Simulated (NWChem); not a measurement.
## Atomisation of C$_{2}$H$_{2}$Cl

```
C
C 1 1.3083
H 2 1.0872 1 141.35
H 1 1.0945 2 123.96 3 180.00
Cl 1 1.7496 4 112.84 2 180.00
```
Charge 0, spin multiplicity 2.

All runs are NWChem calculations. All single points use one geometry, from UPBE0/def2-SVP, a minimum by its harmonic frequencies.

Basis set: def2-TZVP. The atomisation energy is electronic alone: no zero-point, thermal, spin-orbit or counterpoise terms. No value is extrapolated to the basis-set limit. Free atoms are single determinants with multiplicities C 3, Cl 2, H 2.

The structure started from a generated list of species. The unpaired electrons of the parent sit in orbitals of symmetry a' (Cs labels of the run); other states weren't searched. The stability of the SCF solutions was not checked.

Task: Order these methods by the atomisation energy they give, lowest first: BLYP, PBE, BHandHLYP, PBE0.

Result: BHandHLYP (405.5 kcal/mol), BLYP (423.5 kcal/mol), PBE0 (430.7 kcal/mol), PBE (442.5 kcal/mol)
